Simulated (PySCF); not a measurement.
## How methods differ on the excitation energy of I+

I+ [Kr] 4d10 5s2 5p4 (3P) → I+ [Kr] 4d10 5s2 5p3 6s1 (5S), as a difference of total energies. Computed with PySCF 2.14 in aug-cc-pwCVTZ-PP with ECP28MDF (8s7p6d4f1g, 96 functions), with a scalar-relativistic core potential. Correlated levels: valence: 4s2 4p6 4d10 frozen; valence and next inner shell: nothing frozen outside the core potential. The calculations carry no spin-orbit coupling.

```csv
method,excitation energy (eV),error (eV)
UHF,9.110,-0.555
LDA,9.642,-0.023
PBE,9.486,-0.179
PBE0,9.627,-0.038
r2SCAN,9.882,+0.217
B2PLYP,9.697,+0.032
HSE06,9.647,-0.018
TPSS,9.756,+0.091
CAM-B3LYP,9.912,+0.247
MP2 (valence),9.357,-0.308
SCS-MP2 (valence),9.572,-0.093
MP2 (valence and next inner shell),9.381,-0.284
SCS-MP2 (valence and next inner shell),9.570,-0.095
```

Reference: 9.665 eV (measured; NIST levels, between the centres of gravity of the two terms).

Errors of the correlated levels include the incompleteness of this basis and the frozen core.
